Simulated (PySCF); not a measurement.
## Telling isomers of C7H8P2 apart by NMR

PySCF 2.14 calculation with shielding tensors at PBE0/pcSseg-1 (GIAO) and coordinates at the GFN2-xTB level; rapidly exchanging positions averaged, gas phase, non-relativistic, single conformer.

Referencing at the same level of theory: 1H (σref 31.72), 13C (σref 186.93) against TMS. Splittings of carbon signals by F and P are missing where no couplings were computed. Where no couplings were computed, multiplicities follow the n + 1 count of equivalent neighbours, and m marks all less simple cases (inequivalent or close neighbours, rings, F or P nearby). Shifts are as computed. Against solution values, carbons near 30 ppm lie about +3 ppm off and those near 130 ppm about +5 ppm. Of 1211 compounds with measured shifts, 218 miss one by over three times the rms of a fit or turn the order of signals round; such compounds aren't used in these exercises.

(1) Tabulate the signals of `c1cc(C2CC2)pcp1`, `C=Cc1pccpc1C`, `C=Cc1cpc(C)cp1`, `c1cpc(C2CC2)cp1`, `c1cpc(C2CC2)pc1` and their relative energies.

(2) What is the quickest way to tell c1cpc(C2CC2)cp1 from c1cpc(C2CC2)pc1?

(3) What is the quickest way to tell c1cc(C2CC2)pcp1 from C=Cc1cpc(C)cp1?

(4) What is the quickest way to tell c1cc(C2CC2)pcp1 from c1cpc(C2CC2)pc1?

Answers

(1) 
```tsv
SMILES	carbon types	δC	δH	E rel. (kcal/mol)
c1cc(C2CC2)pcp1	1×C 4×CH 2×CH2	194.9, 189.8, 162.2, 138.0, 28.1, 25.0	10.85 (m, 1H), 9.27 (m, 1H), 8.34 (m, 1H), 2.02 (m, 1H), 1.58 (m, 2H), 1.16 (m, 2H)	2.4
C=Cc1pccpc1C	2×C 3×CH 1×CH2 1×CH3	175.8, 174.0, 167.1, 165.3, 142.9, 123.6, 28.4	9.59 (m, 1H), 9.36 (m, 1H), 7.80 (m, 1H), 7.60 (m, 1H), 5.79 (m, 1H), 3.04 (m, 3H)	3.4
C=Cc1cpc(C)cp1	2×C 3×CH 1×CH2 1×CH3	179.7, 172.9, 168.2, 160.5, 145.7, 117.9, 29.4	10.13 (m, 1H), 9.60 (m, 1H), 7.40 (m, 1H), 6.47 (m, 1H), 5.73 (m, 1H), 2.99 (m, 3H)	0.0
c1cpc(C2CC2)cp1	1×C 4×CH 2×CH2	192.9, 167.5, 163.5, 162.8, 29.2, 24.1	9.74 (m, 1H), 9.51 (m, 1H), 9.50 (m, 1H), 2.07 (m, 1H), 1.53 (m, 2H), 1.15 (m, 2H)	4.6
c1cpc(C2CC2)pc1	1×C 4×CH 2×CH2	230.4, 161.8, 136.1, 29.8, 27.5	9.17 (m, 2H), 8.24 (m, 1H), 2.82 (m, 1H), 1.69 (m, 2H), 1.28 (m, 2H)	3.3
```

Energies are electronic energies at PBE0/pcSseg-1 on these geometries, without zero-point or thermal terms, each for the one conformer computed, which needn't be the lowest.

(2) Count the carbon signals: 6 against 5. The first has a substituted aromatic carbon (C) at 192.9 ppm, the second a substituted aromatic carbon (C) at 230.4 ppm. In the proton spectra the most deshielded non-exchanging signals are 9.74 (m, 1H) and 9.17 (m, 2H).

(3) Count the carbon signals: 6 against 7. The first has a three-membered-ring carbon (CH) at 28.1 ppm, the second a terminal =CH2 carbon at 117.9 ppm. Their most deshielded carbons lie at 194.9 and 179.7 ppm. In the proton spectra the most deshielded non-exchanging signals are 10.85 (m, 1H) and 10.13 (m, 1H).

(4) Count the carbon signals: 6 against 5. The first has a substituted aromatic carbon (C) at 189.8 ppm, the second a substituted aromatic carbon (C) at 230.4 ppm. Their most deshielded carbons lie at 194.9 and 230.4 ppm. In the proton spectra the most deshielded non-exchanging signals are 10.85 (m, 1H) and 9.17 (m, 2H).
